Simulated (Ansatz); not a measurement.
The same path of H₈N₂Si₂ (12 atoms, charge 0, multiplicity 1) was run twice with different band settings. The coordinate that changes most is the height of N1 over the plane of its neighbours.

Level of theory: RKS LDA/def2-SVP in Ansatz.

Relaxed end points:

```xyz
12
Properties=species:S:1:pos:R:3
N -1.099 0.957 -0.611
N -0.099 0.104 -0.102
Si -0.113 -0.247 1.604
Si 0.959 -0.437 -1.377
H -2.042 0.569 -0.448
H -1.051 1.892 -0.176
H 1.030 -1.170 1.930
H -1.427 -0.884 1.997
H 0.003 1.032 2.402
H 1.645 0.725 -2.050
H 0.204 -1.210 -2.429
H 1.992 -1.333 -0.740
```

```xyz
12
Properties=species:S:1:pos:R:3
N -1.208 0.971 -0.311
N -0.139 0.106 0.005
Si -0.127 -0.257 1.710
Si 0.905 -0.414 -1.288
H -1.856 0.534 -0.986
H -0.865 1.858 -0.713
H 1.042 -1.180 1.952
H -1.402 -0.938 2.137
H 0.039 0.993 2.537
H 1.536 0.783 -1.963
H 0.105 -1.137 -2.349
H 1.970 -1.319 -0.731
```

Common settings: movable images 7; climbing image yes; spring 5.0 eV/Å²; start path IDPP; force threshold 0.03 eV/Å; iteration limit 60; end points relaxed.

| run | optimiser | largest step |
| --- | --- | --- |
| 1 | quadratic models (default) | default |
| 2 | lbfgs | 0.02 Å |

What does each run give, and how far can it be trusted?

Run 1: converged after 5 iterations, highest image 0.137 eV above the first end. A vibrational analysis at the climbing image gives one clearly imaginary mode, 627i cm⁻¹: a first-order saddle point.
Run 2: converged after 18 iterations, highest image 0.137 eV above the first end. Another band between the same ends (7 images) ends at a top of the same energy, where a vibrational analysis finds 1 clearly imaginary mode.
